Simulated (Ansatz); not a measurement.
```yaml
crystal:
  periodic: [false, false, false]
  atoms:
    - {symbol: Rb, position_ang: [7.856489, 5.319398, -0.950348]}
    - {symbol: Rb, position_ang: [-7.953946, -5.176386, 0.941628]}
    - {symbol: Rb, position_ang: [2.711911, 1.649617, -0.328741]}
    - {symbol: Rb, position_ang: [-2.639195, -1.756939, 0.338695]}
    - {symbol: Br, position_ang: [5.354724, 3.521038, -0.665110]}
    - {symbol: Br, position_ang: [-5.364958, -3.510391, 0.631206]}
    - {symbol: Br, position_ang: [0.034975, -0.046347, 0.032690]}
basis:
  gaussian: {orbitals: def2-TZVP, initial_orbitals: start.molden}
total_charge: 1
hamiltonian: {xc: {name: wB97M-V}}
scf: {omitted_lower_state_checks: [starts]}
output: {orbitals: {seedname: orbitals}}
```

The file start.molden holds the orbitals of an earlier run on this structure, at another level or in another basis.

```sh
$ ansatz run in.yaml --threads 4 --pin off --events-out ev --progress --plain --max-ram 4787MiB
```

(1) Does this run fit into the memory that it is given?

Results:

(1) No. It has 276 basis functions, and Ansatz plans for 4.80 GiB where 4.67 GiB are given.
